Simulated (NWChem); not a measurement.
Species: C$_{2}$H$_{2}$Cl$_{2}$OSi; SMILES C#C[Si](O)(Cl)Cl

```xyz
8

C     -0.0028    -2.9347     0.5806
C     -0.0017    -1.7762     0.2131
Si    -0.0002    -0.0418    -0.3030
O     -0.0008    -0.0010    -1.9412
Cl    -1.6525     0.9145     0.4516
Cl     1.6547     0.9106     0.4508
H     -0.0038    -3.9615     0.9033
H     -0.0053     0.8608    -2.3703
```
Atoms are numbered in this order, from 1.

Program: NWChem. Pople sets run with spherical d functions. Coordinates come from a PBE0/def2-SVP optimisation. GIAO values for the isolated, static molecule; σ is the absolute isotropic shielding, δ = σ(reference) − σ with the isolated reference molecule computed at the same levels (13C: tetramethylsilane, 1H: tetramethylsilane, 17O: water, 29Si: tetramethylsilane).

| level | δ C1 (ppm) | δ C2 (ppm) | δ Si3 (ppm) | δ O4 (ppm) | σ Cl5 (ppm) | δ H7 (ppm) | δ H8 (ppm) |
|---|---|---|---|---|---|---|---|
| BHandHLYP/pcSseg-1 | 104.6 | 82.3 | -31.2 | 87.4 | 837.3 | 2.63 | 2.67 |
| PBE0/pcSseg-1 | 103.0 | 82.8 | -29.5 | 96.4 | 811.9 | 2.53 | 2.63 |
| Hartree-Fock/6-31G* | 97.8 | … | … | … | … | … | … |
| PBE/pcSseg-1 | 98.3 | 81.8 | -32.5 | 109.4 | 775.1 | 2.36 | 2.58 |

Question: Fill in the missing entries.

Answer: 
- Hartree-Fock/6-31G*, δ C2 (ppm): 71.2
- Hartree-Fock/6-31G*, δ Si3 (ppm): -17.4
- Hartree-Fock/6-31G*, δ O4 (ppm): 53.9
- Hartree-Fock/6-31G*, σ Cl5 (ppm): 919.0
- Hartree-Fock/6-31G*, δ H7 (ppm): 3.07
- Hartree-Fock/6-31G*, δ H8 (ppm): 2.40
